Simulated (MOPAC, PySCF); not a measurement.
C4H12O4Sn, SMILES `C[O][Sn]([O]C)([O]C)[O]C`, neutral singlet in the gas phase. 

Cartesian coordinates (Å):
SMILES: C[O][Sn]([O]C)([O]C)[O]C
```xyz
21

C     -0.6221    -2.4188    -1.5729
O     -1.1570    -1.3763    -0.7950
Sn    -0.0003     0.0001    -0.0005
O      0.6585     1.4085    -1.2032
C     -0.1712     2.4702    -1.6059
O      1.5965    -0.9463     0.6465
C      2.7671    -0.2485     0.9940
O     -1.0981     0.9140     1.3499
C     -1.9737     0.1971     2.1849
H     -0.3287    -2.0789    -2.5836
H      0.2570    -2.8978    -1.1056
H     -1.4019    -3.1888    -1.6935
H     -0.7240     2.9276    -0.7657
H     -0.9077     2.1593    -2.3701
H      0.4662     3.2496    -2.0549
H      2.6739     0.2662     1.9685
H      3.5872    -0.9801     1.0806
H      3.0615     0.5022     0.2387
H     -1.4377    -0.3467     2.9851
H     -2.6513     0.9195     2.6690
H     -2.5942    -0.5321     1.6338
```
Charge 0, multiplicity 1.

All levels are single points at this geometry (PBE0-D4/def2-SVP); Pople sets use spherical d functions. Orbital energies aren't observables, and empty levels follow the basis.

| level | HOMO (eV) | LUMO (eV) | gap (eV) | dipole (D) | vertical IE, Delta-SCF (eV) |
|---|---|---|---|---|---|
| B3LYP-D3(BJ)/def2-TZVP in PySCF | -7.71 | -1.97 | 5.74 | 0.00 | 9.47 |
| PBE0-D4/def2-TZVP in PySCF | -7.95 | -1.65 | 6.30 | 0.00 | 9.58 |
| B3LYP/6-311+G** (LANL2DZ on Sn) in PySCF | -7.80 | -1.94 | 5.86 | 0.00 | – |
| B3LYP/6-31G* (LANL2DZ on Sn) in PySCF | -7.39 | -1.38 | 6.01 | 0.00 | 9.25 |
| B3LYP/LANL2DZ in PySCF | -7.51 | -1.80 | 5.72 | 0.00 | – |
| M06-2X/6-31G* (LANL2DZ on Sn) in PySCF | -9.34 | -0.26 | 9.08 | 0.00 | – |
| PBE/6-31G* (LANL2DZ on Sn) in PySCF | -5.98 | -2.17 | 3.81 | 0.00 | – |
| SVWN5/6-31G* (LANL2DZ on Sn) in PySCF | -6.06 | -2.34 | 3.73 | 0.00 | – |
| HF/6-31G* (LANL2DZ on Sn) in PySCF | -11.86 | 2.73 | 14.59 | 0.00 | 11.21 |
| AM1 in MOPAC | -10.09 | -0.87 | 9.22 | 0.00 | – |
| PM3 in MOPAC | -10.83 | -1.42 | 9.41 | 0.00 | – |
| PM6 in MOPAC | -10.45 | -0.95 | 9.49 | 0.00 | – |
| PM7 in MOPAC | -9.97 | 0.92 | 10.89 | 0.00 | – |
